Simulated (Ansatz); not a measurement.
A nudged elastic band was laid between two geometries of ClGaH2O2 + H4Si (11 atoms, charge 0, multiplicity 1).

These are results of RKS PBE-D4/def2-SVP (Ansatz 0.2.0), not measurements.

| Item | Value |
| --- | --- |
| movable images | 5 |
| climbing image | yes |
| spring | 5.0 eV/Å² |
| optimiser | quadratic models (default) |
| start path | through a guess of the saddle point |
| force threshold | 0.05 eV/Å |
| iteration limit | 60 |
| end points | relaxed |

Image 0:

```xyz
11
Properties=species:S:1:pos:R:3
Ga 0.114 -0.378 0.087
Cl -0.277 -1.644 1.804
O 1.679 -0.447 -0.783
H 2.312 -1.017 -0.307
O -1.227 0.519 -0.719
H -2.075 0.363 -0.264
Si -0.051 2.744 0.999
H 0.677 3.704 1.900
H 0.154 3.115 -0.435
H -1.496 2.679 1.392
H 0.586 1.384 1.276
```

Image 6:

```xyz
11
Properties=species:S:1:pos:R:3
Ga -0.301 0.630 0.615
Cl -0.514 -0.866 2.232
O 1.634 -0.025 -0.052
H 1.090 -0.432 -0.791
O -0.748 -0.136 -1.017
H -1.411 -0.847 -0.938
Si -0.295 2.985 1.020
H 0.828 3.354 1.952
H -0.127 3.741 -0.271
H -1.594 3.398 1.656
H 1.835 -0.778 0.543
```

Task: What changes between the two ends?

Result: Bonds broken: Si7–H11. Bonds formed: Ga1–Si7, O3–H11. ClGaH2O2 + H4Si becomes ClGaH6O2Si.

Task: What energy profile does the band end with?

Result: The forces met the threshold. The highest image is number 2 of 0 to 6, 33.7 kcal/mol above the first end and 47.2 kcal/mol above the last; the last end lies 13.5 kcal/mol below the first. Neighbouring images differ by up to 1.3 eV, so the band resolves the path poorly. A vibrational analysis at the climbing image gives one clearly imaginary mode, 695i cm⁻¹: a first-order saddle point. The orbitals stay closed-shell, which can raise the energy where a bond breaks towards radicals; this wasn't checked here.

```json
{"image": "0", "path coordinate (Å)": "0.00", "energy (kcal/mol)": "0.0", "Si7–H11 (Å)": "1.53", "Ga1–Si7 (Å)": "3.26", "O3–H11 (Å)": "2.96"}
{"image": "1", "path coordinate (Å)": "1.51", "energy (kcal/mol)": "2.6", "Si7–H11 (Å)": "1.52", "Ga1–Si7 (Å)": "3.22", "O3–H11 (Å)": "2.93"}
{"image": "2", "path coordinate (Å)": "3.03", "energy (kcal/mol)": "33.7", "Si7–H11 (Å)": "1.91", "Ga1–Si7 (Å)": "2.58", "O3–H11 (Å)": "3.07"}
{"image": "3", "path coordinate (Å)": "4.48", "energy (kcal/mol)": "18.3", "Si7–H11 (Å)": "2.88", "Ga1–Si7 (Å)": "2.40", "O3–H11 (Å)": "3.68"}
{"image": "4", "path coordinate (Å)": "5.94", "energy (kcal/mol)": "15.1", "Si7–H11 (Å)": "3.42", "Ga1–Si7 (Å)": "2.39", "O3–H11 (Å)": "2.28"}
{"image": "5", "path coordinate (Å)": "7.40", "energy (kcal/mol)": "-9.7", "Si7–H11 (Å)": "3.87", "Ga1–Si7 (Å)": "2.38", "O3–H11 (Å)": "1.01"}
{"image": "6", "path coordinate (Å)": "8.86", "energy (kcal/mol)": "-13.5", "Si7–H11 (Å)": "4.35", "Ga1–Si7 (Å)": "2.39", "O3–H11 (Å)": "0.98"}
```

Task: What is the geometry of the highest image?

Result: 
```xyz
11
Properties=species:S:1:pos:R:3
Ga 0.105 0.235 0.022
Cl -0.163 -0.583 2.342
O 1.788 -0.032 -0.557
H 1.826 -0.820 -1.132
O -1.317 -0.295 -0.954
H -2.110 -0.436 -0.405
Si 0.055 2.639 0.948
H 0.846 3.069 2.154
H 0.720 3.196 -0.283
H -1.356 3.143 1.052
H 0.001 0.907 1.761
```

Run time: 2.6 min on 4 threads of Intel(R) Xeon(R) Platinum 8259CL CPU @ 2.50GHz (Skylake/Cascade Lake) (shared host), peak memory 0.22 GiB.
